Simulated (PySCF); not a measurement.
Computed shifts of a molecule C3H7N, PBE/pcSseg-1 (PySCF), GIAO, gas phase, equivalent atoms averaged, in ppm (number of nuclei): ¹³C: 165.3 (1), 42.5 (1), 16.0 (1). ¹⁵N: 380.1 (1). ¹H: 8.05 (1), 3.81 (3), 2.08 (3). References: ¹³C against TMS (σ = 182.0 ppm); ¹⁵N against NH3 (σ = 267.0 ppm); ¹H against TMS (σ = 31.49 ppm), references at their B3LYP-D3(BJ)/def2-TZVP geometries, non-relativistic. Geometry optimised at r2SCAN-D4/def2-SVP. One conformer was computed; it need not be the lowest.

Q: Which structure fits?
(A) C/C=N\C
(B) C=CCN
(C) C1CNC1

A: A, C/C=N\C
